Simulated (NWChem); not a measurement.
Molecule: CH4BClO; SMILES B(Cl)(C)O

```xyz
8

B      0.0860    -0.4361    -0.0012
Cl    -0.0851     1.3460    -0.0001
C     -1.1810    -1.3480    -0.0003
H     -1.7908    -1.1523     0.8968
H     -0.9194    -2.4151    -0.0254
H     -1.8247    -1.1161    -0.8638
O      1.3274    -0.9557     0.0000
H      2.0192    -0.2840     0.0017
```
Atoms are numbered in this order, from 1.

Program: NWChem. Pople sets run with spherical d functions. Structure relaxed at the PBE0/def2-SVP level. Vertical excitations in the gas phase; the lowest state need not have the same character in each row.

Q: Order these by “lowest excitation, singlet (eV)”, lowest first: Hartree-Fock/6-31G*, CIS; PBE0/6-31G*, TDA; PBE/6-31G*, TDA.

A: PBE/6-31G*, TDA (6.79), PBE0/6-31G*, TDA (7.51), Hartree-Fock/6-31G*, CIS (9.29)
